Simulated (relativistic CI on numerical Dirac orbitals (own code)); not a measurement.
# Hyperfine structure of Se XIV, mass number 77

Method of calculation: Dirac-Coulomb-Breit CI, orbitals from a KLI potential per configuration, model QED (radiative potential, 1s self-energy scaled to tabulated hydrogen-like ionisation energies), unscaled Slater integrals (own radial code, finite nucleus).

Configurations in the expansion (outside the closed core [Ne]): 3s2.3p6.3d3, 3s2.3p5.3d4, 3s.3p6.3d4, 3s2.3p6.3d2.4s, 3s2.3p6.3d2.4p, 3s2.3p6.3d2.4d, 3s2.3p6.3d2.4f, 3s2.3p6.3d.4s.4p, 3s2.3p5.3d3.4s, 3s2.3p6.3d2.5s, 3s2.3p5.3d3.4p, 3p6.3d5, 3p5.3d6, 3s2.3p6.3d.4s2, 3s2.3p6.4s2.4p, 3s2.3p6.4s2.4d, 3s2.3p6.4s2.4f, 3s2.3p6.3d.4p2, 3s2.3p6.4s.4p2, 3s2.3p6.4p3, 3s2.3p6.4p2.4d, 3s2.3p6.4p2.4f. Double excitations out of closed p, d and f shells are left out; levels of such configurations are missing from the list, as are those of other unlisted configurations, and high levels can miss mixing partners. These lack a partner that the ground configuration has and come out too high: 3s2.3p5.3d3.4s, 3s2.3p5.3d3.4p.

Nuclear spin I = 1/2, μ = 0.53356 μN (tables of Stone and Pyykkö). The electronic factors are computed for point nuclear moments, without core polarisation or the Bohr-Weisskopf and QED corrections.

```
             Level  E (cm⁻¹)  A (MHz)
3s2.3p6.3d3 4F_3/2       0.0     4635
3s2.3p6.3d3 4F_5/2    3861.3     2836
3s2.3p6.3d3 4F_7/2    8476.5     2340
3s2.3p6.3d3 4F_9/2   13439.3     2271
3s2.3p6.3d3 4P_3/2   41129.6     2363
3s2.3p6.3d3 4P_1/2   41311.9    -2449
3s2.3p6.3d3 2G_7/2   46264.2     3425
3s2.3p6.3d3 4P_5/2   47465.2     1003
```

Levels with J = 0, under 50 % of one LS term, or S terms without an open s electron are left out. Small factors come from cancelling terms and can be off by tens of per cent or more.

At this charge energies of transitions that change n are usually good to better than 1 %, and those within a shell (Δn = 0) to a few per cent. Terms inside the open d or f shell come out 10 to 20 % too wide with unscaled integrals.

(1) Give the hyperfine levels of 3s2.3p6.3d3 4F_3/2 relative to its centre of gravity.

Answers

(1) With K = F(F + 1) − I(I + 1) − J(J + 1), E = AK/2: F = 1: -5794, F = 2: 3477 MHz.

LS names give the leading component of a level, which can be under half, so a name can repeat, a term be missing and a line seem to break the LS rules.
